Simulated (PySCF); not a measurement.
# Where the electron goes

Compound: TiOCl2 (singlet state).
Structure used (PBE0-D3(BJ)/def2-SVP), in Å, numbered top down from 1:
```
atom  x, y, z in Å
Ti1    0.077   -0.005    0.037
O2     1.636   -0.096    0.185
Cl3   -0.750    2.047   -0.034
Cl4   -0.964   -1.945   -0.188
```

The calculation used TDDFT B3LYP/def2-SVPD, vertical, gas phase, core orbitals frozen in the response in PySCF 2.14.0, density-fitted response routines.

Kohn–Sham orbitals with the atoms that hold most of them (Löwdin shares over 4%, at most four atoms; ? is withheld):

```tsv
orbital	ε (eV)	atoms
LUMO+2	-2.75	Ti1 72%, O2 19%, Cl3 5%, Cl4 5%
LUMO+1	-4.07	Ti1 82%, Cl4 8%, Cl3 8%
LUMO	-4.45	?
HOMO	?	?
HOMO-1	-9.48	Cl3 41%, Cl4 40%, O2 13%, Ti1 6%
HOMO-2	-9.67	Cl4 46%, Cl3 45%, Ti1 7%
HOMO-3	-9.91	Cl3 43%, Cl4 42%, Ti1 14%
```

(1) Give the leading atoms of the HOMO.

(2) Give the leading atoms of the LUMO.

(3) What is the HOMO energy, and the HOMO–LUMO gap?

Results:

(1) Cl4 (bonded to Ti) 42%; Cl3 (bonded to Ti) 42%; O2 (bonded to Ti) 14%. By element: chlorine 84%, oxygen 14%.

(2) Ti1 (bonded to 2 Cl and O) 84%; O2 (bonded to Ti) 6%; Cl3 (bonded to Ti) 5%; Cl4 (bonded to Ti) 5%. By element: titanium 84%, chlorine 10%, oxygen 6%.

(3) ε(HOMO) = -9.17 eV; the gap is 4.71 eV (0.1733 hartree).

Question: The HOMO–LUMO gap is 4.71 eV. Where does the response calculation put the lowest singlet, and from which orbitals?

Answer: S1 is at 3.48 eV (f = 0.0016), 1.23 eV below the gap, made of HOMO→LUMO (97%). Without the coupling terms of the response equations the lowest excitation would equal the gap.

Question: One configuration dominates each of S1, S2, S3, S4 and S5. Which, and how do the shares of the two leading atoms of either orbital change from the occupied to the empty one?

Answer: 
- S1 (3.48 eV, f 0.0016), HOMO→LUMO (97%): Cl4 42% → 5%, Cl3 42% → 5%, Ti1 at most 2% → 84%, O2 14% → 6%; the Löwdin share of titanium is at most 2% in HOMO and 84% in LUMO (ligand-to-metal charge transfer by this measure)
- S2 (3.78 eV, f 0.0012), HOMO-1→LUMO (97%): Cl3 41% → 5%, Cl4 40% → 5%, Ti1 6% → 84%, O2 13% → 6%; the Löwdin share of titanium is 6% in HOMO-1 and 84% in LUMO (ligand-to-metal charge transfer by this measure)
- S3 (3.80 eV, f 0.0000), HOMO→LUMO+1 (99%): Cl4 42% → 8%, Cl3 42% → 8%, Ti1 at most 2% → 82%; the Löwdin share of titanium is at most 2% in HOMO and 82% in LUMO+1 (ligand-to-metal charge transfer by this measure)
- S4 (4.06 eV, f 0.0003), HOMO-1→LUMO+1 (93%): Cl3 41% → 8%, Cl4 40% → 8%, Ti1 6% → 82%; the Löwdin share of titanium is 6% in HOMO-1 and 82% in LUMO+1 (ligand-to-metal charge transfer by this measure)
- S5 (4.06 eV, f 0.016), HOMO-2→LUMO (98%): Cl4 46% → 5%, Cl3 45% → 5%, Ti1 7% → 84%, O2 at most 3% → 6%; the Löwdin share of titanium is 7% in HOMO-2 and 84% in LUMO (ligand-to-metal charge transfer by this measure)
